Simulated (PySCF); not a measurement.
Simulated Cl 2p region for `F[Si](F)(Cl)Cl` (SiF2Cl2), binding energy against the vacuum level.

Every computed line was given a Gaussian of 0.4 eV full width at half maximum and an area set by the number of equivalent atoms (split 2:1 within a doublet); the highest printed point is 100. Method used: delta-SCF UKS SCAN, pcX-2 on the ionised atom, pcseg-1 elsewhere, spin-free X2C (PySCF 2.14.0).

binding energy (eV), intensity and a bar:
```
    206.9          1 
    207.0          6 ##
    207.1         19 ######
    207.2         47 ##############
    207.3         82 ########################
    207.4        100 ##############################
    207.5         87 ##########################
    207.6         53 ################
    207.7         23 #######
    207.8          7 ##
    207.9          2 
    208.0          0 
    208.1          0 
    208.2          0 
    208.3          0 
    208.4          0 
    208.5          0 
    208.6          1 
    208.7          5 ##
    208.8         15 #####
    208.9         32 #########
    209.0         47 ##############
    209.1         49 ###############
    209.2         36 ###########
    209.3         19 ######
    209.4          7 ##
    209.5          2 #
    209.6          0
```

Task: How many maxima does the curve show, and how many computed lines lie under it?

Result: The curve has 2 maxima (at 207.4 and 209.1 eV). Under it lie 2 lines from 1 inequivalent chlorine site, drawn as a 2p3/2, 2p1/2 pair.

Task: Decompose the envelope and assign each component. Bonds: Si1–F2, Si1–F3, Si1–Cl4, Si1–Cl5.

Result: 
```tsv
position (eV)	relative area	line	atoms	environment
207.41	1.33	Cl 2p3/2	Cl4/Cl5	chlorine bonded to Si
209.06	0.67	Cl 2p1/2	Cl4/Cl5	chlorine bonded to Si
```

The curve has no shake-up lines and no vibrational structure. Atoms equivalent by their bonding share one computed value, that of the first of them. For 2p shells one spin-free hole was relaxed; a mean-field spin–orbit operator and the ground-state splitting of the three 2p orbitals were then diagonalised within the shell. The shell's mean is (2 × 2p3/2 + 2p1/2)/3, and the degeneracies 2j + 1 give areas of 2:1. 2p1/2 minus 2p3/2 (ligand field included): Cl 1.65 eV. Isolated species at its PBE0-D3(BJ)/def2-SVP geometry, gas phase.
